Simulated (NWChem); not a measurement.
System: LaBrF2; SMILES [Br][La]([F])[F]

The following NWChem deck was run.

```
start job
memory heap 200 mb stack 900 mb global 1100 mb
geometry units angstroms noautoz
  La    -0.087078    -0.595191     0.000000
  F      0.693299    -1.495992     1.768713
  F      0.693299    -1.495992    -1.768713
  Br    -0.109520     2.205580     0.000000
end
basis spherical
  La library def2-svp
  F library def2-svp
  Br library def2-svp
end
ecp
  La library def2-ecp
end
dft
  xc b3lyp
  iterations 150
  vectors input atomic output neutral.movecs
end
task dft energy
charge 1
dft
  odft
  mult 2
  vectors input atomic output cation.movecs
end
task dft energy
```

Parts of the log:

```
             Northwest Computational Chemistry Package (NWChem) 7.3.0
             --------------------------------------------------------

 CS  symmetry detected

                             Geometry "geometry" -> ""
                             -------------------------

 Output coordinates in angstroms (scale by  1.889725989 to convert to a.u.)

  No.       Tag          Charge          X              Y              Z
 ---- ---------------- ---------- -------------- -------------- --------------
    1 La                  57.0000    -0.19682500     0.72729566     0.00000000
    2 F                    9.0000     0.48621286     1.70396858     1.76871300
    3 F                    9.0000     0.48621286     1.70396858    -1.76871300
    4 Br                  35.0000     0.07049124    -2.06077964     0.00000000

 Effective nuclear repulsion energy (a.u.)     723.3580786924

      Symmetry information
      --------------------

 Group name             Cs
 Group number              2
 Group order               2
 No. of unique centers     3

                                 NWChem DFT Module
                                 -----------------

 Summary of "ao basis" -> "ao basis" (spherical)
 ------------------------------------------------------------------------------
       Tag                 Description            Shells   Functions and Types
 ---------------- ------------------------------  ------  ---------------------
 La                         def2-svp                12       32   6s3p2d1f
 F                          def2-svp                 6       14   3s2p1d
 Br                         def2-svp                12       32   5s4p3d

      Symmetry analysis of basis
      --------------------------

        a'         58
        a"         34

            General Information
            -------------------
          SCF calculation type: DFT
          Wavefunction type:  closed shell.
          No. of atoms     :     4
          No. of electrons :    64
           Alpha electrons :    32
            Beta electrons :    32
          Charge           :     0
          Spin multiplicity:     1
          Use of symmetry is: on ; symmetry adaption is: on
          Maximum number of iterations: 150
          AO basis - number of functions:    92
                     number of shells:    36
          Convergence on energy requested:  1.00D-06
          Convergence on density requested:  1.00D-05
          Convergence on gradient requested:  5.00D-04

              XC Information
              --------------
                         B3LYP Method XC Potential
                     Hartree-Fock (Exact) Exchange  0.200
                        Slater Exchange Functional  0.800 local
                    Becke 1988 Exchange Functional  0.720 non-local
              Lee-Yang-Parr Correlation Functional  0.810
                  VWN I RPA Correlation Functional  0.190 local

             Grid Information
             ----------------
          Grid used for XC integration:  medium
          Radial quadrature: Mura-Knowles
          Angular quadrature: Lebedev.
          Tag              B.-S. Rad. Rad. Pts. Rad. Cut. Ang. Pts.
          ---              ---------- --------- --------- ---------
          La                  1.95      123          11.0       590
          F                   0.50       49          11.0       434
          Br                  1.15      112          11.0       590
          Grid pruning is: on
          Number of quadrature shells:   284
          Spatial weights used:  Erf1

      Superposition of Atomic Density Guess
      -------------------------------------

 Sum of atomic energies:       -2806.21368094

      Non-variational initial energy
      ------------------------------

 Total energy =   -2801.539831
 1-e energy   =   -4336.479800
 2-e energy   =    1321.204904
 HOMO         =      -0.420852
 LUMO         =      -0.104570

      Symmetry analysis of molecular orbitals - initial
      -------------------------------------------------

  Numbering of irreducible representations:

     1 a'          2 a"

  Orbital symmetries:

     1 a'          2 a'          3 a'          4 a"          5 a'
     6 a'          7 a"          8 a'          9 a'         10 a"
    11 a'         12 a'         13 a"         14 a'         15 a"
    16 a'         17 a'         18 a"         19 a'         20 a'
    21 a"         22 a'         23 a'         24 a'         25 a"
    26 a"         27 a'         28 a'         29 a"         30 a'
    31 a'         32 a"         33 a'         34 a'         35 a'
    36 a"         37 a'         38 a"         39 a'         40 a'
    41 a"         42 a'

   convergence    iter        energy       DeltaE   RMS-Dens  Diis-err
 ---------------- ----- ----------------- --------- --------- ---------
 d= 0,ls=0.0,diis     1  -2805.0559853130 -3.02D+03  3.07D-02  1.56D+00
 d= 0,ls=0.0,diis     2  -2803.6761221685  1.38D+00  2.01D-02  1.69D+01
 d= 0,ls=0.0,diis     3  -2805.2456036853 -1.57D+00  3.57D-03  6.40D-02
 d= 0,ls=0.0,diis     4  -2805.2488656594 -3.26D-03  1.45D-03  3.05D-02
 d= 0,ls=0.0,diis     5  -2805.2518761730 -3.01D-03  2.58D-04  3.54D-04
  Resetting Diis
 d= 0,ls=0.0,diis     6  -2805.2519248069 -4.86D-05  5.82D-05  2.75D-05
 d= 0,ls=0.0,diis     7  -2805.2519291192 -4.31D-06  2.21D-05  1.47D-06
 d= 0,ls=0.0,diis     8  -2805.2519290183  1.01D-07  1.14D-05  2.84D-06
 d= 0,ls=0.0,diis     9  -2805.2519293258 -3.08D-07  2.33D-06  1.25D-07

         Total DFT energy =    -2805.251929325834
      One electron energy =    -4342.727660089273
           Coulomb energy =     1440.489076900205
    Exchange-Corr. energy =     -116.748411242738
 Nuclear repulsion energy =      213.735065105972

 Numeric. integr. density =       63.999997804378

                  Occupations of the irreducible representations
                  ----------------------------------------------

                     irrep           alpha         beta
                     --------     --------     --------
                     a'               21.0         21.0
                     a"               11.0         11.0

                       DFT Final Molecular Orbital Analysis
                       ------------------------------------

 Vector   30  Occ=2.000000D+00  E=-2.988068D-01  Symmetry=a'
              MO Center=  6.2D-02, -1.7D+00, -6.0D-14, r^2= 2.6D+00
   Bfn.  Coefficient  Atom+Function         Bfn.  Coefficient  Atom+Function
  ----- ------------  ---------------      ----- ------------  ---------------
    76      0.535660  4 Br py                73      0.494283  4 Br py
    70     -0.331364  4 Br py                 8     -0.218824  1 La py
     3     -0.171332  1 La s                  5      0.162801  1 La s
    20     -0.158642  1 La d  2               2      0.130518  1 La s
    67      0.107800  4 Br py                18     -0.106356  1 La d  0

 Vector   31  Occ=2.000000D+00  E=-2.819959D-01  Symmetry=a'
              MO Center=  5.5D-02, -1.9D+00,  3.4D-12, r^2= 2.0D+00
   Bfn.  Coefficient  Atom+Function         Bfn.  Coefficient  Atom+Function
  ----- ------------  ---------------      ----- ------------  ---------------
    75      0.573537  4 Br px                72      0.501784  4 Br px
    69     -0.337038  4 Br px                16     -0.115425  1 La d -2
    66      0.109618  4 Br px                 7      0.084188  1 La px
    21     -0.056436  1 La d -2              13      0.054671  1 La px
    38      0.050126  2 F  pz                52     -0.050126  3 F  pz

 Vector   32  Occ=2.000000D+00  E=-2.780082D-01  Symmetry=a"
              MO Center=  6.2D-02, -1.9D+00, -6.1D-12, r^2= 1.9D+00
   Bfn.  Coefficient  Atom+Function         Bfn.  Coefficient  Atom+Function
  ----- ------------  ---------------      ----- ------------  ---------------
    77      0.581273  4 Br pz                74      0.508385  4 Br pz
    71     -0.340977  4 Br pz                68      0.110882  4 Br pz
     9      0.105856  1 La pz                17     -0.068426  1 La d -1
    22     -0.058646  1 La d -1              38      0.050259  2 F  pz
    52      0.050259  3 F  pz                15      0.043119  1 La pz

 Vector   33  Occ=0.000000D+00  E=-9.908394D-02  Symmetry=a'
              MO Center= -1.1D+00,  8.7D-01, -1.4D-11, r^2= 4.9D+00
   Bfn.  Coefficient  Atom+Function         Bfn.  Coefficient  Atom+Function
  ----- ------------  ---------------      ----- ------------  ---------------
     5      0.565977  1 La s                 20      0.458273  1 La d  2
     3     -0.355145  1 La s                  6      0.328622  1 La s
     2      0.283331  1 La s                 13     -0.236566  1 La px
     4     -0.224159  1 La s                 18     -0.217387  1 La d  0
    16     -0.171286  1 La d -2               7     -0.146056  1 La px

 Vector   34  Occ=0.000000D+00  E=-5.220117D-02  Symmetry=a'
              MO Center= -5.7D-01,  6.0D-01,  5.5D-12, r^2= 4.3D+00
   Bfn.  Coefficient  Atom+Function         Bfn.  Coefficient  Atom+Function
  ----- ------------  ---------------      ----- ------------  ---------------
    16      0.770641  1 La d -2              21      0.250089  1 La d -2
    14     -0.240857  1 La py                75      0.230344  4 Br px
    20      0.227045  1 La d  2               8     -0.161855  1 La py
    76      0.151997  4 Br py                72      0.137705  4 Br px
     6      0.099863  1 La s                 25      0.098973  1 La d  2

[...]
```

Level: B3LYP/def2-SVP with def2 effective core potentials on La, vertical spin-unrestricted ions. Structure relaxed at the PBE-D3(BJ)/def2-SVP level. B3LYP is NWChem's, with the RPA form of VWN correlation. def2 effective core potentials on La; no spin-orbit coupling.
